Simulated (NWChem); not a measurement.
## Atomisation of HISSi

```xyz
4

Si    -1.3009     0.8844     0.0000
I      0.3148    -1.0508     0.0000
S      0.1459     2.4907     0.0000
H     -0.8052     3.4597     0.0000
```
Charge 0, spin multiplicity 1.

Program: NWChem. All single points use one geometry, from B3LYP/def2-SVP with def2 effective core potentials on I, a minimum by its harmonic frequencies. It is one conformer; others weren't searched.

Basis set: def2-TZVP. The atomisation energy is electronic alone: no zero-point, thermal, spin-orbit or counterpoise terms. No value is extrapolated to the basis-set limit. Free atoms are single determinants with multiplicities Si 3, I 2, S 3, H 2. Correlated methods freeze the same cores in atoms and molecule, 14 orbitals in all.

| method | atomisation energy (kcal/mol) | relative cost |
|---|---|---|
| HF | 162.1 | 1 |
| BHandHLYP | 232.2 | under 3 |
| PBE0 | 247.5 | under 3 |
| B3LYP | 242.1 | under 3 |
| PBE | 255.0 | under 3 |
| r2SCAN | 250.9 | under 3 |
| MP2 | 242.2 | under 3 |
| CAM-B3LYP | 239.7 | 20 |

The values span 92.9 kcal/mol, from HF (lowest) to PBE (highest). The cost column gives rough processor time relative to HF; each entry includes its own SCF. Costs are the molecule's.

Effective core potentials replace the inner electrons of I; spin-orbit coupling is left out. B3LYP has NWChem's definition, with VWN1-RPA local correlation. GW and range-separated runs recompute their integrals, the others keep them in memory, which bears on the times. The structure started from a generated list of species. No SCF solution was tested for a lower state. Open-shell Hartree-Fock references start from PBE0 orbitals; any time given for them includes that run.
